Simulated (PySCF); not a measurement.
CH₄AlClO, SMILES [OH][Al]([Cl])[CH3]. Geometry: r2SCAN-D4/def2-SVP. The values are those of a single conformer.

Computed equilibrium geometry at r2SCAN-D4/def2-SVP (PySCF confirms it by a frequency run) as bond lengths and angles, and its point group (one conformer of several):
point group Cs.
Atoms: Al1 Cl2 C3 H4 H5 H6 O7 H8. Bonds (Å): Al1–Cl2 2.116, Al1–C3 1.930, Al1–O7 1.698, C3–H4 1.103, C3–H5 1.101, C3–H6 1.103, O7–H8 0.961. Angles (°): Cl2–Al1–C3 121.6, Cl2–Al1–O7 118.3, C3–Al1–O7 120.1, Al1–C3–H4 111.3, Al1–C3–H5 111.5, Al1–C3–H6 111.3, H4–C3–H5 108.1, H4–C3–H6 106.4, H5–C3–H6 108.1, Al1–O7–H8 126.2.
